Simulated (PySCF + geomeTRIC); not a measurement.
All values below come from BP86-D3(BJ)/def2-SVP in PySCF + geomeTRIC. fastk is a local helper that only speeds up exchange builds. No frequencies were computed at this level.

```python
import json, numpy as np
from pyscf import gto, dft
from fastk import lowrank_exchange
atoms = """
W      0.117556     0.088012    -0.088671
F      1.058339    -1.598124     0.026937
F     -0.872312    -0.500506     1.476969
N      1.126537     0.740264    -1.722472
H      0.915239     0.537710    -2.703525
H      2.023429     1.233504    -1.742379
N     -1.033152     1.741527     0.061574
H     -1.117327     2.612561    -0.467474
H     -1.726232     1.812584     0.815605
N     -1.166215    -0.943337    -1.247915
H     -2.100416    -0.736268    -1.601452
H     -1.050884    -1.955166    -1.357449
N      1.579477     0.752642     1.126424
H      1.690355     1.605393     1.675304
H      2.261363     0.091118     1.509034
"""
def scf(charge, spin, dm0=None):
    mol = gto.M(atom=atoms, basis='def2-svp', ecp={'W': 'def2-svp'}, charge=charge, spin=spin, verbose=3, max_memory=10080)
    mf = dft.KS(mol, xc='bp86').density_fit(auxbasis="def2-universal-jkfit")
    mf.disp = 'd3bj'
    mf.grids.level = 3
    mf.conv_tol = 1e-8
    mf.max_cycle = 120
    mf.level_shift = 0.25
    mf.kernel(dm0)
    if not mf.converged:
        mf = mf.newton().run(mf.mo_coeff, mf.mo_occ).undo_soscf()
    return mf
mf = scf(0, 0)
from pyscf.geomopt.geometric_solver import kernel as optimize
path = []
done, mol = optimize(mf, maxsteps=120, assert_convergence=False, callback=lambda env: path.append((env["energy"], bool(env["g_scanner"].converged))))
res = dict(converged=bool(done and path[-1][1]), energy=path[-1][0], path=[e for e, c in path], xyz=mol.atom_coords(unit="Angstrom").tolist(), nao=mol.nao)
json.dump(res, open("result.json", "w"))
```

Output:

```
converged SCF energy = -490.613579596438
Geometry optimization cycle 1
converged SCF energy = -490.613579560144
cycle 1: E = -490.61357956  dE = -490.614  norm(grad) = 0.0440355
Geometry optimization cycle 2
converged SCF energy = -490.618634968126
cycle 2: E = -490.618634968  dE = -0.00505541  norm(grad) = 0.0455615
Geometry optimization cycle 3
converged SCF energy = -490.622191953787
cycle 3: E = -490.622191954  dE = -0.00355699  norm(grad) = 0.017051
Geometry optimization cycle 4
converged SCF energy = -490.622844397406
cycle 4: E = -490.622844397  dE = -0.000652444  norm(grad) = 0.0173188
Geometry optimization cycle 5
converged SCF energy = -490.624492440679
cycle 5: E = -490.624492441  dE = -0.00164804  norm(grad) = 0.00807635
Geometry optimization cycle 6
converged SCF energy = -490.624717749612
cycle 6: E = -490.62471775  dE = -0.000225309  norm(grad) = 0.00668041
Geometry optimization cycle 7
converged SCF energy = -490.624990413423
cycle 7: E = -490.624990413  dE = -0.000272664  norm(grad) = 0.00573101
Geometry optimization cycle 8
converged SCF energy = -490.625073387644
cycle 8: E = -490.625073388  dE = -8.29742e-05  norm(grad) = 0.00347249
Geometry optimization cycle 9
converged SCF energy = -490.62506765819
cycle 9: E = -490.625067658  dE = 5.72945e-06  norm(grad) = 0.00551311
Geometry optimization cycle 10
converged SCF energy = -490.625171776811
cycle 10: E = -490.625171777  dE = -0.000104119  norm(grad) = 0.00174016
Geometry optimization cycle 11
converged SCF energy = -490.625184534855
cycle 11: E = -490.625184535  dE = -1.2758e-05  norm(grad) = 0.00107789
Geometry optimization cycle 12
converged SCF energy = -490.6251987826
cycle 12: E = -490.625198783  dE = -1.42477e-05  norm(grad) = 0.000834294
Geometry optimization cycle 13
converged SCF energy = -490.625206452317
cycle 13: E = -490.625206452  dE = -7.66972e-06  norm(grad) = 0.000974177
Geometry optimization cycle 14
converged SCF energy = -490.625213320972
cycle 14: E = -490.625213321  dE = -6.86866e-06  norm(grad) = 0.000932533
Geometry optimization cycle 15
converged SCF energy = -490.625220913765
cycle 15: E = -490.625220914  dE = -7.59279e-06  norm(grad) = 0.000770273
Geometry optimization cycle 16
converged SCF energy = -490.625225166998
cycle 16: E = -490.625225167  dE = -4.25323e-06  norm(grad) = 0.0006189
Geometry optimization cycle 17
converged SCF energy = -490.625226958143
cycle 17: E = -490.625226958  dE = -1.79114e-06  norm(grad) = 0.000455713
Geometry optimization cycle 18
converged SCF energy = -490.625227699163
cycle 18: E = -490.625227699  dE = -7.4102e-07  norm(grad) = 0.000536649
Geometry optimization cycle 19
converged SCF energy = -490.625229361912
cycle 19: E = -490.625229362  dE = -1.66275e-06  norm(grad) = 0.000473489
Geometry optimization cycle 20
converged SCF energy = -490.625231059675
cycle 20: E = -490.62523106  dE = -1.69776e-06  norm(grad) = 0.000455028
Geometry optimization cycle 21
converged SCF energy = -490.625232430058
cycle 21: E = -490.62523243  dE = -1.37038e-06  norm(grad) = 0.000462854
Geometry optimization cycle 22
converged SCF energy = -490.625233990409
cycle 22: E = -490.62523399  dE = -1.56035e-06  norm(grad) = 0.000461117
Geometry optimization cycle 23
converged SCF energy = -490.625236175893
cycle 23: E = -490.625236176  dE = -2.18548e-06  norm(grad) = 0.000376746
Geometry optimization cycle 24
converged SCF energy = -490.625239074668
cycle 24: E = -490.625239075  dE = -2.89877e-06  norm(grad) = 0.000274574
Geometry optimization cycle 25
converged SCF energy = -490.62524228262
cycle 25: E = -490.625242283  dE = -3.20795e-06  norm(grad) = 0.000266744
Geometry optimization cycle 26
converged SCF energy = -490.625245643483
cycle 26: E = -490.625245643  dE = -3.36086e-06  norm(grad) = 0.000383065
Geometry optimization cycle 27
converged SCF energy = -490.625246834892
cycle 27: E = -490.625246835  dE = -1.19141e-06  norm(grad) = 0.000371278
Geometry optimization cycle 28
converged SCF energy = -490.625247296019
cycle 28: E = -490.625247296  dE = -4.61127e-07  norm(grad) = 0.000227972
<class 'geometric.internal.Distance'> : 14
<class 'geometric.internal.Angle'> : 11
<class 'geometric.internal.LinearAngle'> : 6
<class 'geometric.internal.OutOfPlane'> : 16
<class 'geometric.internal.Dihedral'> : 36
<class 'geometric.internal.TranslationX'> : 1
<class 'geometric.internal.TranslationY'> : 1
<class 'geometric.internal.TranslationZ'> : 1
<class 'geometric.internal.RotationA'> : 1
<class 'geometric.internal.RotationB'> : 1
<class 'geometric.internal.RotationC'> : 1
Step    0 : Gradient = 1.137e-02/2.046e-02 (rms/max) Energy = -490.6135795601
Step    1 : Displace = 9.263e-02/1.898e-01 (rms/max) Trust = 1.000e-01 (=) Grad = 1.176e-02/2.749e-02 (rms/max) E (change) = -490.6186349681 (-5.055e-03) Quality = 0.607
Step    2 : Displace = 5.281e-02/8.795e-02 (rms/max) Trust = 1.000e-01 (=) Grad = 4.403e-03/8.777e-03 (rms/max) E (change) = -490.6221919538 (-3.557e-03) Quality = 1.089
Step    3 : Displace = 6.752e-02/1.477e-01 (rms/max) Trust = 1.414e-01 (+) Grad = 4.472e-03/8.428e-03 (rms/max) E (change) = -490.6228443974 (-6.524e-04) Quality = 0.354
Step    4 : Displace = 5.874e-02/1.038e-01 (rms/max) Trust = 1.414e-01 (=) Grad = 2.085e-03/4.825e-03 (rms/max) E (change) = -490.6244924407 (-1.648e-03) Quality = 1.102
Step    5 : Displace = 3.467e-02/6.644e-02 (rms/max) Trust = 2.000e-01 (+) Grad = 1.725e-03/2.929e-03 (rms/max) E (change) = -490.6247177496 (-2.253e-04) Quality = 0.719
Step    6 : Displace = 2.626e-02/6.305e-02 (rms/max) Trust = 2.000e-01 (=) Grad = 1.480e-03/2.757e-03 (rms/max) E (change) = -490.6249904134 (-2.727e-04) Quality = 1.034
Step    7 : Displace = 1.536e-02/2.795e-02 (rms/max) Trust = 2.828e-01 (+) Grad = 8.966e-04/1.654e-03 (rms/max) E (change) = -490.6250733876 (-8.297e-05) Quality = 0.731
Step    8 : Displace = 1.922e-02/3.027e-02 (rms/max) Trust = 2.828e-01 (=) Grad = 1.423e-03/2.689e-03 (rms/max) E (change) = -490.6250676582 (+5.729e-06) Quality = -0.042
Step    9 : Displace = 9.041e-03/1.424e-02 (rms/max) Trust = 9.612e-03 (-) Grad = 4.493e-04/8.316e-04 (rms/max) E (change) = -490.6251717768 (-1.041e-04) Quality = 1.056
Step   10 : Displace = 2.913e-03/4.829e-03 (rms/max) Trust = 1.359e-02 (+) Grad = 2.783e-04/5.962e-04 (rms/max) E (change) = -490.6251845349 (-1.276e-05) Quality = 1.203
Step   11 : Displace = 6.149e-03/9.963e-03 (rms/max) Trust = 1.922e-02 (+) Grad = 2.154e-04/4.098e-04 (rms/max) E (change) = -490.6251987826 (-1.425e-05) Quality = 1.057
Step   12 : Displace = 6.244e-03/9.696e-03 (rms/max) Trust = 2.719e-02 (+) Grad = 2.515e-04/5.702e-04 (rms/max) E (change) = -490.6252064523 (-7.670e-06) Quality = 0.855
Step   13 : Displace = 6.586e-03/1.173e-02 (rms/max) Trust = 3.845e-02 (+) Grad = 2.408e-04/6.636e-04 (rms/max) E (change) = -490.6252133210 (-6.869e-06) Quality = 0.860
Step   14 : Displace = 9.012e-03/1.785e-02 (rms/max) Trust = 5.437e-02 (+) Grad = 1.989e-04/5.131e-04 (rms/max) E (change) = -490.6252209138 (-7.593e-06) Quality = 0.724
Step   15 : Displace = 5.504e-03/1.170e-02 (rms/max) Trust = 5.437e-02 (=) Grad = 1.598e-04/3.360e-04 (rms/max) E (change) = -490.6252251670 (-4.253e-06) Quality = 0.678
Step   16 : Displace = 3.256e-03/6.261e-03 (rms/max) Trust = 5.437e-02 (=) Grad = 1.177e-04/2.411e-04 (rms/max) E (change) = -490.6252269581 (-1.791e-06) Quality = 0.493
Step   17 : Displace = 2.909e-03/4.969e-03 (rms/max) Trust = 5.437e-02 (=) Grad = 1.386e-04/3.520e-04 (rms/max) E (change) = -490.6252276992 (-7.410e-07) Quality = 0.236
Step   18 : Displace = 1.528e-03/2.295e-03 (rms/max) Trust = 1.454e-03 (-) Grad = 1.223e-04/3.204e-04 (rms/max) E (change) = -490.6252293619 (-1.663e-06) Quality = 0.594
Step   19 : Displace = 1.475e-03/2.462e-03 (rms/max) Trust = 1.454e-03 (=) Grad = 1.175e-04/2.502e-04 (rms/max) E (change) = -490.6252310597 (-1.698e-06) Quality = 0.508
Step   20 : Displace = 1.537e-03/2.635e-03 (rms/max) Trust = 1.454e-03 (=) Grad = 1.195e-04/2.220e-04 (rms/max) E (change) = -490.6252324301 (-1.370e-06) Quality = 0.340
Step   21 : Displace = 1.448e-03/2.487e-03 (rms/max) Trust = 1.454e-03 (=) Grad = 1.191e-04/2.359e-04 (rms/max) E (change) = -490.6252339904 (-1.560e-06) Quality = 0.333
Step   22 : Displace = 1.437e-03/2.490e-03 (rms/max) Trust = 1.454e-03 (=) Grad = 9.728e-05/2.133e-04 (rms/max) E (change) = -490.6252361759 (-2.185e-06) Quality = 0.352
Step   23 : Displace = 1.453e-03/2.578e-03 (rms/max) Trust = 1.454e-03 (=) Grad = 7.089e-05/1.459e-04 (rms/max) E (change) = -490.6252390747 (-2.899e-06) Quality = 0.329
Step   24 : Displace = 1.355e-03/2.761e-03 (rms/max) Trust = 1.454e-03 (=) Grad = 6.887e-05/1.577e-04 (rms/max) E (change) = -490.6252422826 (-3.208e-06) Quality = 0.285
Step   25 : Displace = 1.419e-03/3.435e-03 (rms/max) Trust = 1.454e-03 (=) Grad = 9.891e-05/2.293e-04 (rms/max) E (change) = -490.6252456435 (-3.361e-06) Quality = 0.238
Step   26 : Displace = 7.310e-04/1.345e-03 (rms/max) Trust = 7.094e-04 (-) Grad = 9.696e-05/2.019e-04 (rms/max) E (change) = -490.6252468349 (-1.191e-06) Quality = 0.266
Step   27 : Displace = 7.142e-04/1.118e-03 (rms/max) Trust = 7.094e-04 (=) Grad = 5.866e-05/1.405e-04 (rms/max) E (change) = -490.6252472960 (-4.611e-07) Quality = 0.848
Converged! =D
```

Cost: around 21 core-minutes (rough).
